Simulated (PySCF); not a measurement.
Br⁺ (bromine, charge +1): BHandHLYP calculation

Configuration: [Ar] 3d10 4s2 4p4, high-spin 3P determinant. Calculation: PySCF 2.14, in aug-cc-pV5Z-PP with ECP10MDF (8s7p6d4f3g2h, 136 functions); a scalar-relativistic core potential.

| Property | Result |
| --- | --- |
| Total energy | -416.2461 hartree |
| One-electron energy | -719.8568 hartree |
| Hartree (Coulomb) energy | 334.3125 hartree |
| Exchange-correlation energy | -30.7018 hartree |
| ⟨S²⟩ | 2.0036 |
| ⟨L²⟩ | 2.017 |
| Sum of ⟨r⟩ | 21.48 bohr |
| Sum of ⟨r²⟩ | 31.04 bohr² |
| Traceless quadrupole moment −½Σ⟨3z² − r²⟩ along its main axis | -1.69 e·bohr² |

```tsv
shell	electrons	mean orbital energy (hartree)	spread (hartree)	rms radius, mean of both spins (bohr)
3s α	1	-9.52786	0	0.593
3s β	1	-9.51357	0	0.593
3p α	3	-7.40741	0.02514	0.612
3p β	3	-7.39155	0.00771	0.612
3d α	5	-3.25197	0.02379	0.645
3d β	5	-3.23973	0.01311	0.645
4s α	1	-1.32748	0	1.76
4s β	1	-1.19452	0	1.76
4p α	3	-0.77230	0.05526	2.11
4p β	1	-0.70412	0	2.11
```

Energies and moments cover only the electrons outside the core potential.
